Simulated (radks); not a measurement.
Question: Species: Ni. Configuration: [Ar] 3d8 4s2. Calculated with a radial shooting solver on a logarithmic mesh with Libxc functionals: scalar-relativistic Kohn-Sham, exchange-only r2SCAN, spin-polarised, spherical densities, finite nucleus; open shells are filled with parallel spins first; meta-GGA in the generalised Kohn-Sham scheme; Fermi nuclear charge, rms radius 3.7757 fm. Some entries of the table are withheld. Estimate them.

orbital,occ.,eigenvalue (hartree),<r^2> (bohr^2)
1s down,1,-302.7754,0.003938
1s up,1,-302.7752,0.003938
2s up,1,-36.46956,0.07062
2s down,1,-36.41262,0.07046
2p up,3,-31.29881,0.05692
2p down,3,-31.25568,0.05677
3s up,1,-4.26797,0.6296
3s down,1,-4.14584,0.6333
3p up,3,-2.74316,0.7118
3p down,3,-2.62242,0.7192
3d up,5,(1),1.311
3d down,3,(2),1.511
4s up,1,(3),9.280
4s down,1,(4),10.10
4p up,0,-0.00742,16.23
4p down,0,-0.00650,18.22

Answer: 
(1) 3d up eigenvalue (hartree): -0.34581
(2) 3d down eigenvalue (hartree): -0.23706
(3) 4s up eigenvalue (hartree): -0.19593
(4) 4s down eigenvalue (hartree): -0.18189
